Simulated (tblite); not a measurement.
Compound: C8H11 (doublet state).
Numbering: `[CH2:1]=[CH:2][C@@:3]12[CH:4][CH2:5][CH2:6][C@@H:7]1[CH2:8]2` (hydrogens: H9, H10 on C1; H11 on C2; H12 on C4; H13, H14 on C5; H15, H16 on C6; H17 on C7; H18, H19 on C8)

Computed geometry: GFN2-xTB, gas phase. This method treats the open shell by occupation alone, without spin polarisation.

Task: Give the optimised bond lengths and angles.

Result: 
```csv
bond,length (Å),order
C1=C2,1.324,double
C2–C3,1.471,single
C3–C4,1.446,single
C4–C5,1.486,single
C5–C6,1.543,single
C6–C7,1.514,single
C7–C8,1.483,single
C3–C7,1.534,single
C3–C8,1.544,single
C1–H9,1.077,single
C1–H10,1.076,single
C2–H11,1.082,single
C4–H12,1.072,single
C5–H13,1.099,single
C5–H14,1.093,single
C6–H15,1.091,single
C6–H16,1.091,single
C7–H17,1.080,single
C8–H18,1.079,single
C8–H19,1.079,single
```

Orders are formal, as drawn. A selection of angles:
```csv
angle,degrees
C1–C2–C3,125.9
C2–C3–C4,120.2
C2–C3–C7,124.0
C2–C3–C8,118.9
C4–C3–C7,106.1
C4–C3–C8,114.4
C7–C3–C8,57.6
C3–C4–C5,111.7
C4–C5–C6,105.3
C5–C6–C7,105.5
C6–C7–C8,117.1
C3–C7–C6,108.1
C3–C7–C8,61.5
C3–C8–C7,60.9
```

Torsions: C1–C2–C3–C4 -171° (antiperiplanar); C2–C3–C4–C5 157° (antiperiplanar); C3–C4–C5–C6 -17° (synperiplanar); C4–C5–C6–C7 18° (synperiplanar); C5–C6–C7–C8 54° (synclinal); C6–C7–C8–C3 -97° (anticlinal); C2–C3–C7–C6 -143° (anticlinal); C2–C3–C8–C7 -114° (anticlinal).

The C–C distances run from 1.324 Å (C1=C2, drawn double) to 1.544 Å (C3–C8, drawn single), a spread of 0.220 Å. The 3-membered ring C3–C7–C8 has internal angles of 57.6° to 61.5°. C2 (carbon bonded to 2 C and H) is planar (angles 125.9°, 119.7° and 114.5°, sum 360.0°, 0.00 Å off the plane of its three neighbours). The 5-membered ring C3–C4–C5–C6–C7 has internal angles of 105.3° to 111.7°; it is puckered, 0.08 Å rms from its mean plane, widest ring torsion 18°. C1 (carbon bonded to C and 2 H) is planar (angles 122.5°, 121.5° and 116.0°, sum 360.0°, 0.00 Å off the plane of its three neighbours). C4 (carbon bonded to 2 C and H) is planar (angles 124.4°, 123.8° and 111.7°, sum 359.8°, 0.03 Å off the plane of its three neighbours). Of the pairs four or more bonds apart, C5···H19 is among the closest relative to their van der Waals radii: 2.78 Å, 96 % of the sum of Bondi's values.

Point group: C1 (no symmetry element, even within 0.4 Å). Its GFN2-xTB frequencies are all real (lowest 91 cm⁻¹).

One conformer stands for the species.
